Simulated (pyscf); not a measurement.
Optimised with ωB97X-D3(BJ)/def2-SVP in PySCF.

Question: What is the homolytic dissociation enthalpy (298 K, ωB97M-D3(BJ)/def2-TZVP) of the O–Sc bond of H₂N–Sc(NH₂)–O–SiH₃, to [H₂N–Sc–NH₂]• + •O–SiH₃?

Answer: O–Sc to [H₂N–Sc–NH₂]• + •O–SiH₃: 5.93 eV. The 7 functionals that were run give +5.66 (PBE) to +6.04 eV (ωB97X-D3(BJ)/def2-TZVP). The radicals are drawn with the spin at the cut bond; how far it spreads was not checked. •O–SiH₃ lies 1.08 eV over its isomer HO–SiH₂• (electronic energy, ωB97M-D3(BJ)/def2-TZVP). Other isomers of [H₂N–Sc–NH₂]• were not searched in full and may lie lower. Open-shell species with a d-block atom are single-reference here; other states, and whether the spin sits on metal or ligand, were not checked.
